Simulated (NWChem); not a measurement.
System: C$_{3}$H$_{7}$NS; SMILES C/N=C/CS

Excerpt of the output:

```
             Northwest Computational Chemistry Package (NWChem) 7.3.0
             --------------------------------------------------------

                             Geometry "geometry" -> ""
                             -------------------------

 Output coordinates in angstroms (scale by  1.889725989 to convert to a.u.)

  No.       Tag          Charge          X              Y              Z
 ---- ---------------- ---------- -------------- -------------- --------------
    1 C                    6.0000     0.44504500    -2.74646500    -0.06182700
    2 N                    7.0000    -0.14637500    -1.52994400     0.44150800
    3 C                    6.0000    -0.33175800    -0.56095500    -0.36978100
    4 C                    6.0000    -0.90298200     0.74466700     0.09422400
    5 S                   16.0000     0.35280100     2.08746500    -0.03118500
    6 H                    1.0000     1.36881100    -2.97364100     0.51278200
    7 H                    1.0000    -0.24479000    -3.59777100     0.12334100
    8 H                    1.0000     0.69928300    -2.72418800    -1.15076800
    9 H                    1.0000    -0.03572400    -0.61046500    -1.45019900
   10 H                    1.0000    -1.28609700     0.65013700     1.12858300
   11 H                    1.0000    -1.72629200     1.08039900    -0.56977200
   12 H                    1.0000     1.22461000     1.52897400     0.85517400

 Effective nuclear repulsion energy (a.u.)     208.5522345337

                                 NWChem DFT Module
                                 -----------------

 Summary of "ao basis" -> "ao basis" (spherical)
 ------------------------------------------------------------------------------
       Tag                 Description            Shells   Functions and Types
 ---------------- ------------------------------  ------  ---------------------
 C                           6-31g*                  6       14   3s2p1d
 N                           6-31g*                  6       14   3s2p1d
 S                           6-31g*                  8       18   4s3p1d
 H                           6-31g*                  2        2   2s

 in cosmo_initialize ...
 calling solv_data for solv:acetone

 solvent parameters
 solvname_short: acetone
 solvname_long:  acetone
 dielec:       20.4930
 dielecinf:     1.8463
 nonaqueous SMD model solvent descriptors
 dielec:       20.4930
 sola:          0.0400
 solb:          0.4900
 solc:          0.0000
 solg:         33.7700
 solh:          0.0000
 soln:          1.3588

          ---------------
          -cosmo- solvent
          ---------------
 Cosmo: York-Karplus, doi: 10.1021/jp992097l
 dielectric constant -eps-     =  20.49
 screen = (eps-1)/(eps    )    =   0.95120
 surface charge correction     = lagrangian

   van der Waals surface
 --------------------------

 ---------- ATOMIC COORDINATES (A.U.) ------------ VDWR(ANG.) --
     1    0.84101310   -5.19006629   -0.11683609     1.850
     2   -0.27660864   -2.89117494    0.83432914     1.890
     3   -0.62693171   -1.06005124   -0.69878477     1.850
     4   -1.70638855    1.40721658    0.17805754     1.850
     5    0.66669722    3.94473686   -0.05893110     2.490
     6    2.58667772   -5.61936668    0.96901747     1.200
     7   -0.46258602   -6.79880136    0.23308069     1.200
     8    1.32145326   -5.14796886   -2.17463620     1.200
     9   -0.06750857   -1.15361158   -2.74047874     1.200
    10   -2.43037092    1.22858079    2.13271263     1.200
    11   -3.26221886    2.04165807   -1.07671296     1.200
    12    2.31417734    2.88934190    1.61604453     1.200
 number of segments per atom =        128
 number of   points per atom =        128
 atom (   nspa,  nppa )
 ----------------------
    1 (     54,     0 )       0
    2 (     58,     0 )       0
    3 (     35,     0 )       0
    4 (     26,     0 )       0
    5 (    101,     0 )       0
    6 (     57,     0 )       0
    7 (     57,     0 )       0
    8 (     51,     0 )       0
    9 (     54,     0 )       0
   10 (     50,     0 )       0
   11 (     49,     0 )       0
   12 (     20,     0 )       0
 number of -cosmo- surface points =      612
 molecular surface =    142.524 angstrom**2
 molecular volume  =    123.619 angstrom**3
 -lineq- algorithm             =   0
 -bem- low  level              =   3
 -bem- from -octahedral-
 gaussian surface charge width =   4.50000
 degree of switching           =   1.00000
 switching function tolerance  =   0.00010
 atomic radii =
 --------------
    1  6.000  1.850
    2  7.000  1.890
    3  6.000  1.850
    4  6.000  1.850
    5 16.000  2.490
    6  1.000  1.200
    7  1.000  1.200
    8  1.000  1.200
    9  1.000  1.200
   10  1.000  1.200
   11  1.000  1.200
   12  1.000  1.200
 ...... end of -cosmo- initialization ......

 nat:                    12
 ixmem:                  7844
 calling mnsol_interface()
 G(SMD-CDS) energy (kcal/mol)  =    -1.130
 SMD-CDS SASA (angstrom**2)    =   159.613

            General Information
            -------------------
          SCF calculation type: DFT
          Wavefunction type:  closed shell.
          No. of atoms     :    12
          No. of electrons :    48
           Alpha electrons :    24
            Beta electrons :    24
          Charge           :     0
          Spin multiplicity:     1
          Use of symmetry is: off; symmetry adaption is: off
          Maximum number of iterations: 150
          AO basis - number of functions:    88
                     number of shells:    46
          Convergence on energy requested:  1.00D-06
          Convergence on density requested:  1.00D-05
          Convergence on gradient requested:  5.00D-04

              XC Information
              --------------
                       M06-2X Method XC Functional
                     Hartree-Fock (Exact) Exchange  0.540
                        M06-2X Exchange Functional  1.000
                      M06-2X Correlation Potential  1.000

             Grid Information
             ----------------
          Grid used for XC integration:  medium
          Radial quadrature: Mura-Knowles
          Angular quadrature: Lebedev.
          Tag              B.-S. Rad. Rad. Pts. Rad. Cut. Ang. Pts.
          ---              ---------- --------- --------- ---------
          C                   0.70       49          12.0       434
          N                   0.65       49          10.0       434
          S                   1.00       88          13.0       590
          H                   0.35       45          13.0       434
          Grid pruning is: on
          Number of quadrature shells:   599
          Spatial weights used:  Erf1

      Superposition of Atomic Density Guess
      -------------------------------------

 Sum of atomic energies:        -568.21780942

      Non-variational initial energy
      ------------------------------

 Total energy =    -570.859543
 1-e energy   =   -1192.598992
 2-e energy   =     413.187215
 HOMO         =      -0.281095
 LUMO         =      -0.002327

   convergence    iter        energy       DeltaE   RMS-Dens  Diis-err
 ---------------- ----- ----------------- --------- --------- ---------
     COSMO gas phase
 d= 0,ls=0.0,diis     1   -571.2461384923 -7.80D+02  9.67D-03  4.50D-01
 d= 0,ls=0.0,diis     2   -571.2543776100 -8.24D-03  5.49D-03  5.26D-01
 d= 0,ls=0.0,diis     3   -571.3101256670 -5.57D-02  1.24D-03  2.73D-02
 d= 0,ls=0.0,diis     4   -571.3131422929 -3.02D-03  5.09D-04  2.41D-03
 d= 0,ls=0.0,diis     5   -571.3134463175 -3.04D-04  1.28D-04  1.18D-04
  Resetting Diis
 d= 0,ls=0.0,diis     6   -571.3134636446 -1.73D-05  4.35D-05  1.32D-05
 d= 0,ls=0.0,diis     7   -571.3134653343 -1.69D-06  2.13D-05  1.42D-06
 d= 0,ls=0.0,diis     8   -571.3134653216  1.27D-08  9.45D-06  1.72D-06

   convergence    iter        energy       DeltaE   RMS-Dens  Diis-err
 ---------------- ----- ----------------- --------- --------- ---------
     COSMO solvation phase
 d= 0,ls=0.0,diis     1   -571.3228099439 -9.34D-03  1.67D-03  2.73D-03
 d= 0,ls=0.0,diis     2   -571.3235820695 -7.72D-04  3.56D-04  1.28D-03
 d= 0,ls=0.0,diis     3   -571.3236962991 -1.14D-04  2.18D-04  3.63D-04
 d= 0,ls=0.0,diis     4   -571.3237422553 -4.60D-05  6.20D-05  1.45D-05
 d= 0,ls=0.0,diis     5   -571.3237445080 -2.25D-06  1.46D-05  7.84D-07
 d= 0,ls=0.0,diis     6   -571.3237446396 -1.32D-07  3.39D-06  4.44D-08

         Total DFT energy =     -571.323744639575
      One electron energy =    -1196.492371272612
           Coulomb energy =      467.958015528229
    Exchange-Corr. energy =      -51.324198725158
 Nuclear repulsion energy =      208.552234533706

             COSMO energy =       -0.017424703740

 Numeric. integr. density =       47.999998013554

                                COSMO-SMD solvation results
                                ---------------------------

             internal energy in gas <Psi(g)|H|Psi(g)> =      -571.313465321584
         internal energy in solvent <Psi(s)|H|Psi(s)> =      -571.312355047426
                               delta internal energy  =         0.001110274158 (    0.70 kcal/mol)
   total free energy in solvent <Psi(s)|H+V/2|Psi(s)> =      -571.321943898055
 polarization energy contribution <Psi(s)|V/2|Psi(s)> =        -0.009588850629 (   -6.02 kcal/mol)
    total free energy in solvent including G(SMD-CDS) =      -571.323744639575
                       G(SMD-CDS) energy contribution =        -0.001800741520 (   -1.13 kcal/mol)
     1 M fixed-concentration free energy of solvation =        -0.010279317991 (   -6.45 kcal/mol)

                       DFT Final Molecular Orbital Analysis
                       ------------------------------------

 Vector   22  Occ=2.000000D+00  E=-3.458444D-01
              MO Center= -4.4D-02, -8.1D-01,  5.6D-02, r^2= 4.1D+00
   Bfn.  Coefficient  Atom+Function         Bfn.  Coefficient  Atom+Function
  ----- ------------  ---------------      ----- ------------  ---------------
    17      0.319633   2 N  px               31      0.283402   3 C  px
    21      0.232274   2 N  px               35      0.203030   3 C  px
    63      0.176883   5 S  px               64      0.175017   5 S  py
     3     -0.165826   1 C  px               65     -0.157883   5 S  pz
    45     -0.140231   4 C  px               76     -0.137449   6 H  s

 Vector   23  Occ=2.000000D+00  E=-3.235884D-01
              MO Center= -7.2D-02, -1.3D+00,  2.2D-01, r^2= 2.6D+00
   Bfn.  Coefficient  Atom+Function         Bfn.  Coefficient  Atom+Function
  ----- ------------  ---------------      ----- ------------  ---------------
    19      0.467055   2 N  pz               23      0.379515   2 N  pz
    20      0.254441   2 N  s                82      0.197807   9 H  s
    80      0.179484   8 H  s                 5     -0.153648   1 C  pz
    33     -0.150532   3 C  pz               48     -0.144633   4 C  s
    65      0.135940   5 S  pz               81      0.135299   9 H  s

 Vector   24  Occ=2.000000D+00  E=-3.004528D-01
              MO Center=  2.4D-01,  1.7D+00,  1.3D-02, r^2= 2.8D+00
   Bfn.  Coefficient  Atom+Function         Bfn.  Coefficient  Atom+Function
  ----- ------------  ---------------      ----- ------------  ---------------
    65      0.475600   5 S  pz               64      0.350129   5 S  py
    69      0.309266   5 S  pz               63     -0.268929   5 S  px
    68      0.232640   5 S  py               61     -0.178877   5 S  pz
    67     -0.175328   5 S  px               60     -0.131390   5 S  py
    84     -0.124875  10 H  s                17      0.123363   2 N  px

 Vector   25  Occ=0.000000D+00  E= 2.937483D-02
              MO Center= -1.4D-01, -2.3D-01, -2.7D-02, r^2= 4.1D+00
   Bfn.  Coefficient  Atom+Function         Bfn.  Coefficient  Atom+Function
  ----- ------------  ---------------      ----- ------------  ---------------
    35     -0.436191   3 C  px               21      0.429240   2 N  px
    67     -0.372332   5 S  px               17      0.344195   2 N  px
    31     -0.345695   3 C  px               68     -0.309362   5 S  py
    48     -0.292692   4 C  s                50     -0.248725   4 C  py
    64     -0.221449   5 S  py               36     -0.206035   3 C  py

 Vector   26  Occ=0.000000D+00  E= 7.314891D-02
              MO Center=  2.3D-01,  1.5D+00,  6.9D-02, r^2= 4.2D+00
   Bfn.  Coefficient  Atom+Function         Bfn.  Coefficient  Atom+Function
  ----- ------------  ---------------      ----- ------------  ---------------
    88     -1.012615  12 H  s                48      0.921987   4 C  s
    67      0.856256   5 S  px               69      0.424482   5 S  pz
    63      0.317845   5 S  px               50      0.284054   4 C  py
    86     -0.283011  11 H  s                84     -0.260790  10 H  s
    35     -0.224071   3 C  px               20      0.217529   2 N  s

 Vector   27  Occ=0.000000D+00  E= 1.230206D-01
              MO Center=  4.0D-01,  1.5D+00,  2.3D-01, r^2= 3.8D+00
   Bfn.  Coefficient  Atom+Function         Bfn.  Coefficient  Atom+Function
  ----- ------------  ---------------      ----- ------------  ---------------
    66      1.259781   5 S  s                88     -1.257488  12 H  s
    68     -0.966455   5 S  py               48     -0.913590   4 C  s
    69      0.572131   5 S  pz               49     -0.550252   4 C  px
    50     -0.543998   4 C  py               62      0.325214   5 S  s
    35      0.254130   3 C  px               64     -0.227189   5 S  py

     Multipole analysis of the density
     ---------------------------------

     L   x y z        total         alpha         beta         nuclear
     -   - - -        -----         -----         ----         -------
     0   0 0 0     -0.000000    -24.000000    -24.000000     48.000000

     1   1 0 0     -0.051406      0.085959      0.085959     -0.223324
     1   0 1 0     -0.579535     -0.919764     -0.919764      1.259992
     1   0 0 1     -0.403296     -0.217175     -0.217175      0.031054

     2   2 0 0    -26.884212    -44.582043    -44.582043     62.279874
     2   1 1 0     -1.685708      4.160916      4.160916    -10.007539
     2   1 0 1      1.782635      1.015864      1.015864     -0.249094
     2   0 2 0    -30.561088   -318.976255   -318.976255    607.391421
     2   0 1 1      2.129835      0.365374      0.365374      1.399086
     2   0 0 2    -29.165483    -29.423839    -29.423839     29.682195
```

Level: M06-2X/6-31G* (spherical d), SMD on the gas-phase geometry. All runs use the structure optimised with PBE-D3(BJ)/def2-SVP. No frequency run checked for a minimum. Solvent: acetone.

Task: Write an input that gives this output.

Result: One answer among several that fit: the input that was run:
```
start job
memory heap 200 mb stack 900 mb global 1100 mb
geometry units angstroms noautosym nocenter noautoz
  C      0.445045    -2.746465    -0.061827
  N     -0.146375    -1.529944     0.441508
  C     -0.331758    -0.560955    -0.369781
  C     -0.902982     0.744667     0.094224
  S      0.352801     2.087465    -0.031185
  H      1.368811    -2.973641     0.512782
  H     -0.244790    -3.597771     0.123341
  H      0.699283    -2.724188    -1.150768
  H     -0.035724    -0.610465    -1.450199
  H     -1.286097     0.650137     1.128583
  H     -1.726292     1.080399    -0.569772
  H      1.224610     1.528974     0.855174
end
basis spherical
  * library 6-31g*
end
dft
  xc m06-2x
  iterations 150
end
cosmo
  do_cosmo_smd true
  solvent acetone
end
task dft energy
```
